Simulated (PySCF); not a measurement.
SMILES CCCOC, GFN2-xTB optimised geometry.

```
15

C      1.04    -1.81     0.19
C      0.49    -0.41     0.00
C     -1.04    -0.41     0.00
O     -1.62     0.88     0.00
C     -1.51     1.58    -1.21
H      2.12    -1.80     0.17
H      0.71    -2.23     1.14
H      0.69    -2.47    -0.61
H      0.86     0.00    -0.94
H      0.84     0.24     0.81
H     -1.41    -0.88     0.92
H     -1.41    -0.99    -0.86
H     -1.87     0.97    -2.05
H     -2.12     2.47    -1.12
H     -0.47     1.88    -1.42
```

Density from PBE/def2-TZVP (PySCF) at that geometry.

Minimum of the electron density along straight lines between bonded atoms, close to the bond critical point (lines longer than 1.1 times the sum of covalent radii, or with two minima, are not listed):

```json
[
 {"bond": "C1–C2", "length / Å": "1.523", "ρ at the minimum / e bohr⁻³": "0.242", "∇²ρ there / e bohr⁻⁵": "-0.57", "position (fraction from the first atom)": "0.50"},
 {"bond": "C2–C3", "length / Å": "1.532", "ρ at the minimum / e bohr⁻³": "0.245", "∇²ρ there / e bohr⁻⁵": "-0.59", "position (fraction from the first atom)": "0.50"},
 {"bond": "C3–O4", "length / Å": "1.409", "ρ at the minimum / e bohr⁻³": "0.265", "∇²ρ there / e bohr⁻⁵": "-0.58", "position (fraction from the first atom)": "0.37"},
 {"bond": "O4–C5", "length / Å": "1.405", "ρ at the minimum / e bohr⁻³": "0.267", "∇²ρ there / e bohr⁻⁵": "-0.59", "position (fraction from the first atom)": "0.64"},
 {"bond": "C1–H6", "length / Å": "1.087", "ρ at the minimum / e bohr⁻³": "0.277", "∇²ρ there / e bohr⁻⁵": "-0.93", "position (fraction from the first atom)": "0.64"},
 {"bond": "C1–H7", "length / Å": "1.087", "ρ at the minimum / e bohr⁻³": "0.277", "∇²ρ there / e bohr⁻⁵": "-0.93", "position (fraction from the first atom)": "0.64"},
 {"bond": "C1–H8", "length / Å": "1.088", "ρ at the minimum / e bohr⁻³": "0.277", "∇²ρ there / e bohr⁻⁵": "-0.93", "position (fraction from the first atom)": "0.64"},
 {"bond": "C2–H9", "length / Å": "1.092", "ρ at the minimum / e bohr⁻³": "0.277", "∇²ρ there / e bohr⁻⁵": "-0.92", "position (fraction from the first atom)": "0.64"},
 {"bond": "C2–H10", "length / Å": "1.092", "ρ at the minimum / e bohr⁻³": "0.277", "∇²ρ there / e bohr⁻⁵": "-0.93", "position (fraction from the first atom)": "0.64"},
 {"bond": "C3–H11", "length / Å": "1.094", "ρ at the minimum / e bohr⁻³": "0.283", "∇²ρ there / e bohr⁻⁵": "-0.98", "position (fraction from the first atom)": "0.64"},
 {"bond": "C3–H12", "length / Å": "1.102", "ρ at the minimum / e bohr⁻³": "0.276", "∇²ρ there / e bohr⁻⁵": "-0.93", "position (fraction from the first atom)": "0.64"},
 {"bond": "C5–H13", "length / Å": "1.097", "ρ at the minimum / e bohr⁻³": "0.277", "∇²ρ there / e bohr⁻⁵": "-0.94", "position (fraction from the first atom)": "0.64"},
 {"bond": "C5–H14", "length / Å": "1.089", "ρ at the minimum / e bohr⁻³": "0.284", "∇²ρ there / e bohr⁻⁵": "-0.99", "position (fraction from the first atom)": "0.65"},
 {"bond": "C5–H15", "length / Å": "1.096", "ρ at the minimum / e bohr⁻³": "0.279", "∇²ρ there / e bohr⁻⁵": "-0.95", "position (fraction from the first atom)": "0.64"}
]
```
